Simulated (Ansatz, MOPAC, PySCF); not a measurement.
Dimer: SiH4 (SMILES [SiH4]) (first 5 atoms) with Si2H6 (SMILES [SiH3][SiH3]); geometry from B3LYP-D3(BJ)/def2-TZVP, rigid monomers moved along the line of their centres of mass till Si1···H11 is 2.91 Å.
(charge 0, multiplicity 1):
```xyz
13

Si    -0.096     0.111    -0.159
H     -0.208    -1.148     0.611
H     -1.448     0.594    -0.516
H      0.686    -0.135    -1.392
H      0.592     1.129     0.665
Si     0.892    -0.869     3.487
Si    -0.795     0.760     3.465
H      0.304    -2.218     3.306
H      1.601    -0.832     4.790
H      1.878    -0.629     2.407
H     -1.640     0.635     2.254
H     -0.202     2.119     3.489
H     -1.664     0.600     4.657
```

Monomers are frozen at their geometry in the pair; levels with a basis set take the counterpoise correction. Rows marked so take none.

Frozen-core correlation. Rows in 3-21G, 6-311+G**, 6-31G* carry no dispersion term and start afresh at each structure (6-31G* with six Cartesian d functions). The state that PM3, PM7 reach isn't checked; PM7 holds dispersion and hydrogen-bond terms.

Codes used: Ansatz (a program for electronic structure) with Gaussian orbitals; MOPAC for PM3, PM7 (differences of heats of formation); PySCF for 3-21G rows, 6-311+G** rows, 6-31G* rows, the dispersion terms. Values without a source in brackets are computed.

Other levels give for the interaction energy: PBE/def2-TZVPPD 3.4; B3LYP/def2-TZVPPD 10.9; B3LYP-D3(BJ)/def2-TZVPPD -6.3; wB97M-V/def2-TZVPPD -5.8; CCSD(T)/aug-cc-pV(D+d)Z -0.3 kJ/mol.

Common cheap choices:

```tsv
level	interaction energy (kJ/mol)
PM3	-3.0
PM7	38.6
HF/6-31G*	16.7
B3LYP/3-21G (no counterpoise)	3.8
B3LYP/6-31G*	13.1
B3LYP/6-31G* (no counterpoise)	10.6
B3LYP/6-311+G** (no counterpoise)	12.1
M06-2X/6-31G* (no counterpoise)	-8.3
```
